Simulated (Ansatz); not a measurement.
Reaction (cleavage of the Ge–Si bond): `Cl[SiH2][GeH2][Cl]` + H₂Se → `[Cl][GeH2][SeH]` + `[SiH3]Cl`

Computed with Ansatz on PBE0-D4/def2-TZVP structures; ΔE is electronic, products minus reactants. CCSD(T)/CBS adds triple-zeta CCSD(T) − MP2 to the extrapolated MP2 energy (def2 sets, frozen cores). This one scheme is used for every species. Functionals use def2-TZVPP. B3LYP here is the variant with VWN-RPA as its local correlation; programs differ in this. For Ge, Se outer-core shells are correlated without core-valence functions, which leaves a few kJ/mol of doubt a bond. Scalar relativity is left out up to krypton. Each species was taken in one conformer, which may not be the lowest.

```tsv
level	ΔE (kcal/mol)
ωB97X-V	-9.6
r2SCAN	-9.4
B3LYP	-9.8
MP2/def2-TZVPP	-11.5
```

What does CCSD(T)/CBS give? (An estimate is asked.)

Computed: -9.7 kcal/mol. The listed levels differ from it by 0.1, 0.3, -0.1, -1.8 kcal/mol.

Largest T1 diagnostic among the species: 0.010.

In def2-TZVPP, CCSD(T) changes the Hartree–Fock value by +3.1 kcal/mol (the triples alone add +0.2 kcal/mol) and MP2 by +1.5 kcal/mol. From PBE to PBE0 (25 % exact exchange), in def2-TZVPP and without D4, ΔE moves by −1.0 kcal/mol.

CCSD(T)/CBS has its own doubt, a few kJ/mol and more with outer-core shells, so smaller differences from it don't rank the levels.
